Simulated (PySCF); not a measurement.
C5H11F3Si, SMILES C[Si](C)(C)CC(F)(F)F, GFN2-xTB optimised geometry.

```
20

C      2.15    -0.66     0.00
Si     0.24    -0.66     0.00
C     -0.43     1.11     0.00
C     -0.44    -1.68     1.46
C     -0.26    -1.57    -1.63
C     -1.68    -1.30    -2.02
F     -2.10    -2.08    -3.04
F     -2.55    -1.51    -1.01
F     -1.88    -0.04    -2.42
H      2.55    -1.67    -0.08
H      2.53    -0.24     0.92
H      2.55    -0.08    -0.82
H     -1.52     1.12     0.05
H     -0.06     1.67     0.85
H     -0.15     1.65    -0.90
H     -0.19    -1.20     2.41
H     -1.52    -1.77     1.41
H     -0.02    -2.68     1.48
H     -0.16    -2.65    -1.51
H      0.36    -1.27    -2.47
```

Density from PySCF with CAM-B3LYP/def2-SVP at that geometry.

Minimum of the electron density along straight lines between bonded atoms, close to the bond critical point (lines longer than 1.1 times the sum of covalent radii, or with two minima, are not listed):

| bond | length / Å | ρ at the minimum / e bohr⁻³ | ∇²ρ there / e bohr⁻⁵ | position (fraction from the first atom) |
|---|---|---|---|---|
| C1–Si2 | 1.905 | 0.111 | 0.31 | 0.62 |
| Si2–C3 | 1.902 | 0.112 | 0.32 | 0.38 |
| Si2–C4 | 1.904 | 0.112 | 0.31 | 0.38 |
| Si2–C5 | 1.933 | 0.104 | 0.29 | 0.38 |
| C5–C6 | 1.493 | 0.272 | -0.70 | 0.45 |
| C6–F7 | 1.350 | 0.271 | -0.27 | 0.34 |
| C6–F8 | 1.347 | 0.270 | -0.23 | 0.34 |
| C6–F9 | 1.345 | 0.273 | -0.24 | 0.34 |
| C1–H10 | 1.086 | 0.272 | -0.98 | 0.63 |
| C1–H11 | 1.085 | 0.273 | -0.99 | 0.63 |
| C1–H12 | 1.086 | 0.272 | -0.98 | 0.63 |
| C3–H13 | 1.086 | 0.273 | -0.99 | 0.63 |
| C3–H14 | 1.086 | 0.272 | -0.98 | 0.63 |
| C3–H15 | 1.086 | 0.272 | -0.98 | 0.63 |
| C4–H16 | 1.086 | 0.272 | -0.98 | 0.63 |
| C4–H17 | 1.086 | 0.273 | -1.00 | 0.63 |
| C4–H18 | 1.087 | 0.271 | -0.97 | 0.63 |
| C5–H19 | 1.088 | 0.273 | -0.99 | 0.63 |
| C5–H20 | 1.088 | 0.274 | -1.00 | 0.63 |
